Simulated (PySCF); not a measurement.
CH₃Li, charge -1, doublet, at a GFN2-xTB geometry (such geometries of metal compounds can be far from the true shape) (a state made from the parent by changing its charge; the spin is typed, not shown lowest) (in this run its highest filled SCF level lies above zero, so its values depend strongly on the basis, on diffuse functions most of all); R2SCAN/def2-SVP run with PySCF.

The PySCF input:
```python
from pyscf import gto, scf, dft

mol = gto.Mole()
mol.atom = '''
    Li   -1.206621   -0.717232   -1.058286
    C     0.292000    0.173569    0.256103
    H     0.880014   -0.551429    0.877152
    H    -0.103495    0.893462    1.019269
    H     1.091342    0.768250   -0.258183
'''
mol.basis = 'def2-svp'
mol.charge = -1
mol.spin = 1
mol.verbose = 4
mol.build()

mf = dft.UKS(mol)
mf.xc = 'r2scan'
mf.level_shift = 0.1
mf.max_cycle = 100
mf.kernel()
```

Output, abridged:

```
PySCF version 2.14.0

[INPUT] verbose = 4
[INPUT] num. atoms = 5
[INPUT] num. electrons = 13
[INPUT] charge = -1
[INPUT] spin (= nelec alpha-beta = 2S) = 1
[INPUT] symmetry False subgroup None
[INPUT] Mole.unit = angstrom
[INPUT] Symbol           X                Y                Z      unit          X                Y                Z       unit  Magmom
[INPUT]  1 Li    -1.206621000000  -0.717232000000  -1.058286000000 AA   -2.280183226149  -1.355372047774  -1.999870701461 Bohr   0.0
[INPUT]  2 C      0.292000000000   0.173569000000   0.256103000000 AA    0.551800028373   0.327997873715   0.483964529679 Bohr   0.0
[INPUT]  3 H      0.880014000000  -0.551429000000   0.877152000000 AA    1.662985445783  -1.042049787143   1.657577049614 Bohr   0.0
[INPUT]  4 H     -0.103495000000   0.893462000000   1.019269000000 AA   -0.195577205262   1.688398482706   1.926139257259 Bohr   0.0
[INPUT]  5 H      1.091342000000   0.768250000000  -0.258183000000 AA    2.062337488235   1.451782095197  -0.487895160019 Bohr   0.0

nuclear repulsion = 15.4340644966203
number of shells = 20
number of NR pGTOs = 61
number of NR cGTOs = 38
basis = def2-svp
ecp = {}

******** <class 'pyscf.dft.uks.UKS'> ********
method = UKS
initial guess = minao
damping factor = 0
level_shift factor = 0.1
DIIS = <class 'pyscf.scf.diis.CDIIS'>
diis_start_cycle = 1
diis_space = 8
diis_damp = 0
SCF conv_tol = 1e-09
SCF conv_tol_grad = None
SCF max_cycles = 100
direct_scf = True
direct_scf_tol = 1e-13
number electrons alpha = 7  beta = 6
XC library pyscf.dft.libxc version 7.1.2
    S. Lehtola, C. Steigemann, M. J. T. Oliveira, and M. A. L. Marques,  SoftwareX 7, 1–5 (2018)
XC functionals = r2scan
    J. W. Furness, A. D. Kaplan, J. Ning, J. P. Perdew, and J. Sun,  J. Phys. Chem. Lett. 11, 8208–8215 (2020)
    J. W. Furness, A. D. Kaplan, J. Ning, J. P. Perdew, and J. Sun,  J. Phys. Chem. Lett. 11, 9248–9248 (2020)
    J. W. Furness, A. D. Kaplan, J. Ning, J. P. Perdew, and J. Sun,  J. Phys. Chem. Lett. 11, 8208–8215 (2020)
    J. W. Furness, A. D. Kaplan, J. Ning, J. P. Perdew, and J. Sun,  J. Phys. Chem. Lett. 11, 9248–9248 (2020)
radial grids:
    Treutler-Ahlrichs [JCP 102, 346 (1995); DOI:10.1063/1.469408] (M4) radial grids

becke partition: Becke, JCP 88, 2547 (1988); DOI:10.1063/1.454033
pruning grids: <function nwchem_prune>
grids dens level: 3
symmetrized grids: False
atomic radii adjust function: <function treutler_atomic_radii_adjust>
small_rho_cutoff = 0
Set gradient conv threshold to 3.16228e-05
tot grids = 57264
init E= -47.0823117633542

cycle= 1 E= -47.2192116391969  delta_E= -0.137  |g|= 0.369  |ddm|= 1.32
cycle= 2 E= -47.1605014569517  delta_E= 0.0587  |g|= 0.494  |ddm|= 1.46
cycle= 3 E= -47.313996226436  delta_E= -0.153  |g|= 0.0911  |ddm|= 0.569
cycle= 4 E= -47.3219831501753  delta_E= -0.00799  |g|= 0.0111  |ddm|= 0.297
cycle= 5 E= -47.3225248532426  delta_E= -0.000542  |g|= 0.00574  |ddm|= 0.146
cycle= 6 E= -47.3226487088818  delta_E= -0.000124  |g|= 0.00226  |ddm|= 0.0693
cycle= 7 E= -47.3226853699855  delta_E= -3.67e-05  |g|= 0.00134  |ddm|= 0.0335
cycle= 8 E= -47.3226987428479  delta_E= -1.34e-05  |g|= 0.000953  |ddm|= 0.0177
cycle= 9 E= -47.3227034294815  delta_E= -4.69e-06  |g|= 0.000507  |ddm|= 0.00809
cycle= 10 E= -47.3227050553924  delta_E= -1.63e-06  |g|= 0.000392  |ddm|= 0.00459
cycle= 11 E= -47.3227056053704  delta_E= -5.5e-07  |g|= 0.000243  |ddm|= 0.00211
cycle= 12 E= -47.3227057927184  delta_E= -1.87e-07  |g|= 0.000145  |ddm|= 0.00119
cycle= 13 E= -47.3227058553481  delta_E= -6.26e-08  |g|= 8.82e-05  |ddm|= 0.000711
cycle= 14 E= -47.322705875435  delta_E= -2.01e-08  |g|= 4.78e-05  |ddm|= 0.000392
cycle= 15 E= -47.3227058813707  delta_E= -5.94e-09  |g|= 2.72e-05  |ddm|= 0.00021
cycle= 16 E= -47.3227058831686  delta_E= -1.8e-09  |g|= 1.53e-05  |ddm|= 0.000116
cycle= 17 E= -47.3227058837191  delta_E= -5.51e-10  |g|= 8.52e-06  |ddm|= 6.4e-05
Extra cycle  E= -47.3227058837173  delta_E= 1.76e-12  |g|= 1.9e-05  |ddm|= 7.85e-05
converged SCF energy = -47.3227058837173  <S^2> = 0.75136026  2S+1 = 2.0013598
```
